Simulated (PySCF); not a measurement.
CH4ClGaO, SMILES C[O][GaH][Cl].

Geometry: PBE0-D3(BJ)/def2-SVP. The structure was generated by enumeration; whether it is a known compound was not checked. One conformer was computed; it need not be the lowest.

Level of theory: TDDFT-ωB97X/def2-SVPD in PySCF 2.14.0.

Vertical excitations. Gas-phase values at a fixed geometry. State labels are in the subgroup Cs.

```
state  symmetry  energy (eV)  λ (nm)      f                                              main pairs
-----  --------  -----------  ------  -----  ------------------------------------------------------
S1           A"         6.25     198  0.007                                        HOMO−1→LUMO 95 %
S2           A'         6.53     190  0.057                                          HOMO→LUMO 86 %
S3           A"         6.85     181  0.003                                        HOMO→LUMO+1 83 %
S4           A"         7.10     175  0.001                                        HOMO−2→LUMO 95 %
S5           A'         7.36     168  0.127                                      HOMO−1→LUMO+1 70 %
S6           A'         7.59     163  0.020                                      HOMO−2→LUMO+1 75 %
S7           A'         7.69     161  0.027                                        HOMO−3→LUMO 76 %
S8           A"         7.77     160  0.008                    HOMO−3→LUMO+1 45 %, HOMO−4→LUMO 35 %
S9           A"         7.88     157  0.045                    HOMO−4→LUMO 61 %, HOMO−3→LUMO+1 24 %
S10          A"         8.20     151  0.033  HOMO→LUMO+2 49 %, HOMO→LUMO+3 22 %, HOMO−3→LUMO+1 14 %
T1           A'         5.89     211      0                                          HOMO→LUMO 94 %
T2           A"         6.06     205      0                                        HOMO−1→LUMO 92 %
T3           A"         6.54     190      0                                        HOMO→LUMO+1 78 %
T4           A'         6.55     189      0                                      HOMO−1→LUMO+1 75 %
```
Triplets are in the Tamm–Dancoff approximation, which puts them higher than full response would, so one can lie above its singlet here.
